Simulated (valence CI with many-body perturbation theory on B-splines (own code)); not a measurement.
## Energy levels of Cd41+

Calculated by relativistic CI+MBPT: five valence electrons over a frozen Dirac-Fock core [He], a basis of 9 s, 9 p, 8 d, 6 f, 3 g, 1 h functions for each j, with the one-electron correlation potential Σ1 (screened to all orders), the two-electron term Σ2, the three-electron term Σ3, Breit, model QED; selected single and double excitations, second order for the rest (own B-spline code, finite nucleus).

No measured spectrum was set against this ion. As an estimate, large intervals hold to a few tenths of a per cent, small ones and those within an open d or f shell to about a per cent. Among the levels kept, up to 1500 cm⁻¹ of a level comes from second order outside the variational space, and about a tenth of that is noise between levels of different J, which matters for small intervals.

Levels 46 to 83 of 83, with energies above the lowest level, (2s^2 2p1/2^2 2p3/2) J=3/2. "Leading %" is the weight of the configuration and term that name the level; weights of strongly mixed levels are sums over their largest components and can fall short. In the jj column 3d3/2^4 stands for four electrons in 3d with j = 3/2.

```tsv
No.	Configuration	Term	J	E (eV)	Leading %	g	Leading jj	Second component
46	2s2 2p2 3d	2G	9/2	3951.1	59	1.193	2s^2 2p1/2 2p3/2 3d5/2 (99 %)	41 % 2s2 2p2 3d 4F
47	2s2 2p2 3d	4D	5/2	3951.5	32	1.164	2s^2 2p1/2 2p3/2 3d5/2 (65 %)	31 % 2s2 2p2 3d 2F
48	2s2 2p2 3d	4P	1/2	3953.3	40	1.833	2s^2 2p1/2 2p3/2 3d3/2 (96 %)	29 % 2s2 2p2 3d 2S
49	2s2 2p2 3s	4P	5/2	3955.0	36	1.342	2s^2 2p3/2^2 3s (60 %)	24 % 2s2 2p2 3d 2D
50	2s 2p3 3s	4D°	1/2	3960.9	41	0.720	2s 2p1/2^2 2p3/2 3s (93 %)	35 % 2s 2p3 3s 2P°
51	2s 2p3 3p	6P	3/2	3961.7	28	1.719	2s 2p1/2^2 2p3/2 3p1/2 (77 %)	21 % 2s 2p3 3p 4P
52	2s 2p3 3s	2P°	3/2	3964.0	29	1.360	2s 2p1/2^2 2p3/2 3s (95 %)	21 % 2s 2p3 3s 2D°
53	2s2 2p2 3s	2P	3/2	3965.1	40	1.176	2s^2 2p3/2^2 3s (78 %)	29 % 2s2 2p2 3s 2D
54	2s 2p3 3p	6P	5/2	3965.2	19	1.433	2s 2p1/2^2 2p3/2 3p1/2 (75 %)	14 % 2s 2p3 3p 4P
55	2s2 2p2 3d	2D	5/2	3967.5	40	1.279	2s^2 2p1/2 2p3/2 3d5/2 (58 %)	17 % 2s2 2p2 3s 4P
56	2s2 2p2 3d	2F	7/2	3967.9	61	1.105	2s^2 2p1/2 2p3/2 3d5/2 (91 %)	23 % 2s2 2p2 3d 2G
57	2s2 2p2 3d	2D	3/2	3970.2	55	0.984	2s^2 2p1/2 2p3/2 3d5/2 (86 %)	23 % 2s2 2p2 3d 2P
58	2s2 2p2 3d	2P	1/2	3971.7	64	1.089	2s^2 2p1/2 2p3/2 3d5/2 (93 %)	27 % 2s2 2p2 3d 2S
59	2s2 2p2 3s	2S	1/2	3997.1	68	1.942	2s^2 2p3/2^2 3s (93 %)	16 % 2s2 2p2 3s 4P
60	2s 2p3 3p	4D	1/2	4014.8	33	1.073	2s 2p1/2^2 2p3/2 3p1/2 (90 %)	27 % 2s 2p3 3p 2P
61	2s 2p3 3p	2D	3/2	4016.9	30	0.932	2s 2p1/2^2 2p3/2 3p1/2 (95 %)	28 % 2s 2p3 3p 4F
62	2s 2p3 3p	6P	7/2	4017.9	42	1.501	2s 2p1/2^2 2p3/2 3p3/2 (94 %)	40 % 2s 2p3 3p 4D
63	2s 2p3 3p	4P	3/2	4024.4	38	1.594	2s 2p1/2^2 2p3/2 3p3/2 (94 %)	23 % 2s 2p3 3p 2P
64	2s2 2p2 3p	2P°	3/2	4025.6	26	1.426	2s^2 2p3/2^2 3p1/2 (96 %)	22 % 2s2 2p2 3p 4P°
65	2s2 2p2 3p	2D°	5/2	4029.1	43	1.181	2s^2 2p3/2^2 3p1/2 (96 %)	24 % 2s2 2p2 3p 2F°
66	2s 2p3 3p	4P	5/2	4034.3	37	1.465	2s 2p1/2^2 2p3/2 3p3/2 (92 %)	22 % 2s 2p3 3p 2D
67	2s 2p3 3p	4P	1/2	4038.5	40	1.745	2s 2p1/2^2 2p3/2 3p3/2 (89 %)	29 % 2s 2p3 3p 2P
68	2s2 2p2 3p	2P°	1/2	4059.8	69	0.747	2s^2 2p3/2^2 3p1/2 (82 %)	15 % 2s2 2p2 3p 4D°
69	2s2 2p2 3p	2D°	5/2	4072.4	48	1.311	2s^2 2p3/2^2 3p3/2 (90 %)	32 % 2s2 2p2 3p 4P°
70	2s2 2p2 3p	4D°	7/2	4072.8	55	1.307	2s^2 2p3/2^2 3p3/2 (92 %)	39 % 2s2 2p2 3p 2F°
71	2s2 2p2 3p	2P°	1/2	4076.8	68	1.134	2s^2 2p3/2^2 3p3/2 (82 %)	19 % 2s2 2p2 3p 2S°
72	2s 2p3 3p	2D	5/2	4076.9	25	1.233	2s 2p1/2^2 2p3/2 3p3/2 (96 %)	18 % 2s 2p3 3p 4F
73	2s 2p3 3d	6D°	5/2	4078.4	31	1.364	2s 2p1/2^2 2p3/2 3d3/2 (87 %)	27 % 2s 2p3 3d 4D°
74	2s 2p3 3d	6D°	3/2	4080.8	40	1.499	2s 2p1/2^2 2p3/2 3d3/2 (93 %)	19 % 2s 2p3 3d 4P°
75	2s 2p3 3d	6D°	7/2	4081.3	34	1.353	2s 2p1/2^2 2p3/2 3d3/2 (75 %)	22 % 2s 2p3 3d 4F°
76	2s 2p3 3d	6D°	1/2	4081.8	43	2.586	2s 2p1/2^2 2p3/2 3d3/2 (93 %)	39 % 2s 2p3 3d 4P°
77	2s 2p3 3s	4D°	5/2	4084.6	40	1.580	2s 2p1/2 2p3/2^2 3s (83 %)	37 % 2s 2p3 3s 6S°
78	2s 2p3 3p	2P	3/2	4085.1	25	1.209	2s 2p1/2^2 2p3/2 3p3/2 (94 %)	20 % 2s 2p3 3p 4D
79	2s 2p3 3p	4P	1/2	4088.6	48	1.819	2s 2p1/2^2 2p3/2 3p3/2 (95 %)	13 % 2s 2p3 3p 2S
80	2s 2p3 3d	6D°	9/2	4091.8	43	1.390	2s 2p1/2^2 2p3/2 3d5/2 (94 %)	40 % 2s 2p3 3d 4F°
81	2s 2p3 3s	4S°	3/2	4097.5	30	1.378	2s 2p1/2 2p3/2^2 3s (66 %)	20 % 2s 2p3 3s 4D°
82	2s2 2p2 3p	2P°	3/2	4105.1	46	1.351	2s^2 2p3/2^2 3p3/2 (68 %)	11 % 2s 2p3 3s 4S°
83	2s 2p3 3d	4D°	5/2	4107.8	36	1.347	2s 2p1/2^2 2p3/2 3d5/2 (92 %)	19 % 2s 2p3 3d 2D°
```
